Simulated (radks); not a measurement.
Task: All-electron atom: Gd+ in [Xe] 4f7.5 5d0.5 6s1 (fractional occupations, a model configuration). All-electron calculation, scalar-relativistic Kohn-Sham, PBE, spin-unpolarised, spherical densities, finite nucleus; Fermi nuclear charge, rms radius 5.1569 fm. Program: a radial shooting solver on a logarithmic mesh with Libxc functionals. Some entries of the table are withheld. Estimate them.

orbital,occ.,eigenvalue (hartree),<r^2> (bohr^2),<1/r> (bohr^-1)
1s,2,-1841.076,0.0006549,(1)
2s,2,-304.0800,0.01028,16.62
2p,6,-270.6355,0.008282,15.52
3s,2,-67.47390,0.06823,6.100
3p,6,-57.11012,0.06841,5.734
3d,10,-43.42415,0.05747,5.441
4s,2,-13.66615,0.3454,2.568
4p,6,-10.25244,(2),2.360
4d,10,-5.52896,0.4714,2.078
5s,2,(3),2.030,0.9859
5p,6,-1.17985,2.829,0.8273
4f,7.5,-0.44012,1.076,1.492
6s,1,-0.32970,15.67,(4)
5d,0.5,-0.28393,8.579,0.4883

Result: 
(1) 1s <1/r> (bohr^-1): 71.64
(2) 4p <r^2> (bohr^2): 0.3902
(3) 5s eigenvalue (hartree): -1.99229
(4) 6s <1/r> (bohr^-1): 0.3365
